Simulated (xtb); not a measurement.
formamide (CH$_{3}$NO), singlet, geometry from GFN2-xTB, atoms displaced at random by about 0.05 Å a coordinate. Base run: GFN2-xTB run with xtb.

Input for xtb:
```
$ xtb mol.xyz --gfn 2 --opt --json

# file mol.xyz
6

N     -1.06041297     0.10947175     0.05509165
C      0.33044991     0.21431256    -0.03592373
O      1.04290934    -0.57887859    -0.06753697
H     -1.47460916    -0.69319711     0.20068031
H     -1.70025621     0.99589793     0.10372652
H      0.61240994     1.32692628    -0.17541271
```

Variants of this job, named by their change:

```tsv
change	ΔE vs base (kcal/mol)	optimiser steps
base	0.000	9
alpb = thf	-7.84	9
opt level = loose	0.027	6
alpb = acetone	-7.67	9
opt level = extreme	-0.001	13
engine = lbfgs	0.000	-
opt level = vtight	-0.001	12
opt level = tight	0.000	10
opt level = lax	0.001	8
opt level = crude	0.051	5
```
